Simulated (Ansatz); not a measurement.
C$_{2}$H$_{6}$ClFGe (`C[CH2][GeH]([F])[Cl]`), relaxed with RKS PBE0-D4/def2-TZVP in Ansatz 0.2.0 from a PBE-D4/def2-SVP geometry. The force threshold is 0.005 eV/Å; the program also tests the step.

Charge 0, multiplicity 1.

Start:

```xyz
11

C    -1.344   -0.617   -0.082
C    -0.043   -0.351    0.682
Ge    1.148    0.880   -0.260
F     2.613    1.076    0.692
Cl    1.751   -0.043   -2.136
H    -1.990   -1.332    0.466
H    -1.142   -1.046   -1.084
H    -1.933    0.312   -0.230
H    -0.231    0.093    1.683
H     0.540   -1.280    0.843
H     0.630    2.308   -0.573
```

Question: How much energy does the relaxation release, and in how many steps? (Estimate.)

Answer: Computed: 1.06 kcal/mol, in 8 steps.

Question: Which bonds change most? (Estimate.)

Answer: Computed: Ge3–Cl5 from 2.176 to 2.147 Å; Ge3–F4 from 1.759 to 1.736 Å; C2–Ge3 from 1.955 to 1.937 Å; C1–H8 from 1.110 to 1.093 Å.

Question: Give the relaxed structure. (Estimate.)

Answer: The calculation gave: 
```xyz
11

C    -1.334   -0.624   -0.084
C    -0.047   -0.337    0.677
Ge    1.139    0.874   -0.259
F     2.599    1.026    0.668
Cl    1.725    0.004   -2.132
H    -1.969   -1.314    0.476
H    -1.130   -1.077   -1.056
H    -1.915    0.286   -0.258
H    -0.249    0.111    1.654
H     0.526   -1.251    0.855
H     0.655    2.302   -0.541
```
